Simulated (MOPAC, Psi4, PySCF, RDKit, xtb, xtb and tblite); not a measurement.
Relaxed torsion scan: SMILES C=C[SiH2][SiH2]Cl. Scanned: dihedral C1–C2–Si3–Si4; all other coordinates were relaxed at GFN2-xTB. Points at φ and −φ are mirror images.

Geometry of the scan point at -120° (Å):
```
12

C      1.8160    -0.8117     0.0462
C      1.5090     0.4653    -0.1163
Si    -0.2401     1.1573    -0.1864
Si    -0.5351     2.1938    -2.2390
Cl    -2.3466     3.1096    -2.2974
H      1.0524    -1.5646     0.1557
H      2.8340    -1.1704     0.0781
H      2.3223     1.1753    -0.2182
H     -1.1815     0.0549     0.0554
H     -0.3854     2.0926     0.9416
H     -0.5162     1.2919    -3.3939
H      0.4395     3.2485    -2.5336
```

Levels of theory: GFN2-xTB (xtb and tblite); MMFF94 // GFN2-xTB (RDKit); B3LYP/def2-TZVP // GFN2-xTB (Psi4); B3LYP-D3(BJ)/def2-TZVP // GFN2-xTB (Psi4); PBE/def2-TZVP // GFN2-xTB (Psi4); PBE-D3(BJ)/def2-TZVP // GFN2-xTB (Psi4); MP2/cc-pVTZ = Psi4 1.11 with DF-MP2 (frozen core)/cc-pVTZ // GFN2-xTB; HF/cc-pVTZ // GFN2-xTB (Psi4); PM6, restricted, heats of formation // GFN2-xTB (MOPAC); AM1, restricted, heats of formation // GFN2-xTB (MOPAC); GFN1-xTB // GFN2-xTB (xtb); RKS-B3LYP/6-31G* = PySCF with restricted B3LYP/6-31G*, spherical d, density fitting // GFN2-xTB; RHF/3-21G = restricted Hartree-Fock/3-21G // GFN2-xTB (PySCF); RHF/STO-3G = PySCF with restricted Hartree-Fock/STO-3G // GFN2-xTB; RKS-B3LYP/LANL2DZ = restricted B3LYP/LANL2DZ, with its core potentials past Ne // GFN2-xTB (PySCF 2.14.0).

Least-squares fit of E(φ) = a0 + Σ (a_n cos nφ + b_n sin nφ), n = 1 to 4, to the 12 scan points, in kcal/mol above the lowest point of each profile (levels whose profile four harmonics don't fit are not listed):

```json
[
 {"method": "GFN2-xTB", "a0": "0.46", "a1": "-0.20", "b1": "0.00", "a2": "0.00", "b2": "0.00", "a3": "-0.27", "b3": "0.00", "a4": "0.00", "b4": "0.00", "rms of fit": "0.01"},
 {"method": "MMFF94", "a0": "0.92", "a1": "1.18", "b1": "0.00", "a2": "0.81", "b2": "0.00", "a3": "0.10", "b3": "0.00", "a4": "0.05", "b4": "0.00", "rms of fit": "0.04"},
 {"method": "B3LYP/def2-TZVP", "a0": "0.90", "a1": "0.03", "b1": "0.00", "a2": "0.64", "b2": "0.00", "a3": "-0.59", "b3": "0.00", "a4": "0.02", "b4": "0.00", "rms of fit": "0.03"},
 {"method": "B3LYP-D3(BJ)/def2-TZVP", "a0": "0.73", "a1": "-0.22", "b1": "0.00", "a2": "0.55", "b2": "0.00", "a3": "-0.59", "b3": "0.00", "a4": "0.03", "b4": "0.00", "rms of fit": "0.03"},
 {"method": "PBE/def2-TZVP", "a0": "0.85", "a1": "-0.04", "b1": "0.00", "a2": "0.62", "b2": "0.00", "a3": "-0.58", "b3": "0.00", "a4": "0.02", "b4": "0.00", "rms of fit": "0.04"},
 {"method": "PBE-D3(BJ)/def2-TZVP", "a0": "0.76", "a1": "-0.17", "b1": "0.00", "a2": "0.57", "b2": "0.00", "a3": "-0.58", "b3": "0.00", "a4": "0.02", "b4": "0.00", "rms of fit": "0.03"},
 {"method": "MP2/cc-pVTZ", "a0": "0.75", "a1": "-0.20", "b1": "0.00", "a2": "0.54", "b2": "0.00", "a3": "-0.60", "b3": "0.00", "a4": "0.02", "b4": "0.00", "rms of fit": "0.03"},
 {"method": "HF/cc-pVTZ", "a0": "0.93", "a1": "-0.02", "b1": "0.00", "a2": "0.64", "b2": "0.00", "a3": "-0.65", "b3": "0.00", "a4": "0.03", "b4": "0.00", "rms of fit": "0.04"},
 {"method": "PM6", "a0": "0.31", "a1": "-0.04", "b1": "0.00", "a2": "0.33", "b2": "0.00", "a3": "-0.07", "b3": "0.00", "a4": "0.02", "b4": "0.00", "rms of fit": "0.02"},
 {"method": "AM1", "a0": "0.77", "a1": "0.23", "b1": "0.00", "a2": "0.82", "b2": "0.00", "a3": "-0.07", "b3": "0.00", "a4": "0.02", "b4": "0.00", "rms of fit": "0.05"},
 {"method": "GFN1-xTB", "a0": "0.76", "a1": "-0.37", "b1": "0.00", "a2": "0.14", "b2": "0.00", "a3": "-0.50", "b3": "0.00", "a4": "-0.04", "b4": "0.00", "rms of fit": "0.02"},
 {"method": "RKS-B3LYP/6-31G*", "a0": "0.91", "a1": "-0.01", "b1": "0.00", "a2": "0.73", "b2": "0.00", "a3": "-0.56", "b3": "0.00", "a4": "0.05", "b4": "0.00", "rms of fit": "0.04"},
 {"method": "RHF/3-21G", "a0": "0.72", "a1": "-0.22", "b1": "0.00", "a2": "0.65", "b2": "0.00", "a3": "-0.52", "b3": "0.00", "a4": "0.03", "b4": "0.00", "rms of fit": "0.04"},
 {"method": "RHF/STO-3G", "a0": "0.58", "a1": "0.02", "b1": "0.00", "a2": "0.42", "b2": "0.00", "a3": "-0.37", "b3": "0.00", "a4": "0.02", "b4": "0.00", "rms of fit": "0.01"},
 {"method": "RKS-B3LYP/LANL2DZ", "a0": "0.77", "a1": "-0.09", "b1": "0.00", "a2": "0.63", "b2": "0.00", "a3": "-0.51", "b3": "0.00", "a4": "0.03", "b4": "0.00", "rms of fit": "0.03"}
]
```

MMFF94 has few fitted parameters for silicon.
